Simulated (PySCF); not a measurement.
Start geometry of Sn2F4 (Sn2(F)4) from GFN2-xTB (Å):
```
atom  x, y, z in Å
Sn1    0.0018    0.3218    1.9050
F2    -1.9507   -0.1585    2.6061
F3     0.4202   -1.2964    0.2605
Sn4    0.1601   -0.3905   -1.9042
F5     1.9258    0.1230   -2.6441
F6    -0.4941    1.3046   -0.2925
```

**Question.** What comes out of this run: PBE0-D3(BJ)/def2-SVP geometry optimisation, gas phase, def2 core potentials past Kr (PySCF)?

**Answer.** 
```
atom  x, y, z in Å
Sn1    0.2967    0.4677    1.6195
F2    -1.5550    0.0101    2.0451
F3     0.3621   -1.2070    0.2770
Sn4   -0.2749   -0.4975   -1.6475
F5     1.5811   -0.0450   -2.0597
F6    -0.3468    1.1756   -0.3036
```

The energy falls by 149.0 kJ/mol over 18 energy and gradient evaluations, the largest force component goes from 0.0467 to 1.3e-04 Eh/bohr, and the atoms move by 0.468 Å rms after alignment. The bond that changes most is Sn1–F6 (ends: tin bonded to 3 F; fluorine bonded to 2 Sn), which shortens by 0.310 Å. Bonds longer at the end by more than 0.005 Å: 0 of 6; shorter: 6. Among the angles that change most is F3–Sn4–F5, from 110.1° to 89.1°. Among the dihedrals that turn most is F2–Sn1–F6–Sn4, from -106° to -89°. Rotational constants go from 2766, 396.2, 386.5 to 2739, 556.5, 521.7 MHz. The orientation of the end geometry is arbitrary; only internal coordinates are fixed.

The run used 108 basis functions and 124 SCF cycles in all. Hardware: one thread, Arm Neoverse V1 (aarch64) (shared host). Cost: 2.0 min, 0.42 GiB resident at most.

Not checked by PBE0-D3(BJ)/def2-SVP frequencies. The numbers are those of one conformer.
